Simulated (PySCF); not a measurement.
C2H8O2Si2, SMILES O[Si@H]1C[SiH2]CO1.

Geometry optimised at PBE-D3(BJ)/def2-SVP. The structure was generated by enumeration; whether it is a known compound was not checked. The values are those of a single conformer.

Two levels are set side by side: PBE/def2-TZVP (PySCF) and PBE0/def2-TZVP (PySCF). Same geometry, gas phase. Differences are taken from unrounded values.

| quantity | PBE0 | PBE | PBE minus PBE0 |
|---|---|---|---|
| orbital gap (eV) | 8.12 | 5.88 | -2.25 |
| highest occupied level (eV) | -7.79 | -6.39 | 1.40 |
| lowest empty level (eV) | 0.34 | -0.51 | -0.85 |
| dipole moment (D) | 2.08 | 1.88 | -0.20 |
| mean polarisability (bohr³) | 78.4 | 81.9 | 3.5 |

PBE's occupied levels lie high since its potential decays too fast outside the molecule; exact exchange lowers them and widens the gap. PBE's more diffuse valence density responds more strongly to a field. Differences between two approximate levels are no errors against the true value.

Rough cost on one machine, each run with all the roots and properties that it gave: PBE0 against PBE within a factor of 2.
